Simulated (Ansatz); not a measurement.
`BC=N` + `C/N=C(/C)Cl` → `B/N=C(/C)Cl` + `CC=N` at 700 K and 1 bar (formal exchange of groups at a B–C bond).

Gas-phase electronic energies from Ansatz, PBE0-D4/def2-TZVP geometries. CCSD(T)/CBS is the MP2 limit (def2-TZVPP, def2-QZVPP) plus CCSD(T) − MP2 in def2-TZVPP, frozen cores. Double bonds are as drawn, so ΔE can hold a change between cis and trans. One conformer a species, not always the lowest.

```tsv
species	CCSD(T)/CBS energy (Eh)	H − E (kJ/mol)	S (J/(mol·K))
`BC=N`	-119.89437	180.7	337.2
`C/N=C(/C)Cl`	-632.23577	301.5	438.1
`B/N=C(/C)Cl`	-618.39435	257.0	434.2
`CC=N`	-133.79309	226.8	331.3
```

H − E and S are ideal-gas, rigid-rotor, harmonic terms from PBE0-D4/def2-TZVP, for one conformer and one mirror image of each species. 1 Eh = 2625.50 kJ/mol, R = 8.31446 J/(mol·K).

**Question.** By hand: ΔE, ΔH, ΔS and ΔG.

**Answer.** ΔE = (-618.39435) + (-133.79309) − (-119.89437) − (-632.23577) = -0.05730 Eh = -150.4 kJ/mol. Δ(H − E) = 257.0 + 226.8 − 180.7 − 301.5 = 1.6, so ΔH = -148.8 kJ/mol. ΔS = 434.2 + 331.3 − 337.2 − 438.1 = -9.8 J/(mol·K). ΔG = -148.8 − 700 × (-9.8)/1000 = -141.9 kJ/mol.

**Question.** By hand: the equilibrium constant, and the temperature at which ΔG would vanish if ΔH and ΔS stayed fixed.

**Answer.** log₁₀ K = −ΔG/(RT ln 10) = 10.6. ΔG = 0 at ΔH/ΔS = 15184 K, far beyond where these terms or the molecules hold.

The number of gas molecules stays the same, so ΔS is small and ΔH decides. A doubt of 5 kJ/mol in ΔE shifts log₁₀ K by 0.4 here. Other conformers and mirror images would add mixing entropy, several J/(mol·K) or more a flexible species. These are equilibria of isolated gas molecules and say nothing of rates. Largest T1 diagnostic: 0.014 (customary marks: 0.02 for closed shells, 0.045 for open ones).
